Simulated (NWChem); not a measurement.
# Correlation energy of ClLi

SMILES: [Cl][Li]
```xyz
2

Li     0.0000     0.0000    -1.7006
Cl     0.0000     0.0000     0.3001
```
Charge 0, spin multiplicity 1.

Everything below was run with NWChem. All single points use one geometry, from B3LYP/def2-SVP, a minimum by its harmonic frequencies.

Basis set: cc-pVQZ. Each correlation energy counts from its own Hartree-Fock reference.

| method | correlation energy (mHa) | difference from CCSD(T) |
|---|---|---|
| MP2 | -240.1 | +28.2 |
| CCSD | -257.8 | +10.4 |
| SCS-MP2 | -241.6 | +26.7 |
| CR-CCSD(T) | -266.7 | +1.6 |
| CCSD(T) | -268.3 | 0.0 |
| CCSD+T(CCSD) | -268.3 | 0.0 |
| CR-CCSD[T] | -266.7 | +1.5 |

The values span 28.2 mHa, from CCSD+T(CCSD) (lowest) to MP2 (highest). 

The correlated methods keep 5 core orbitals frozen. The structure started from a generated list of species. No row is a measurement; the coupled-cluster row has its own basis-set and correlation limits.
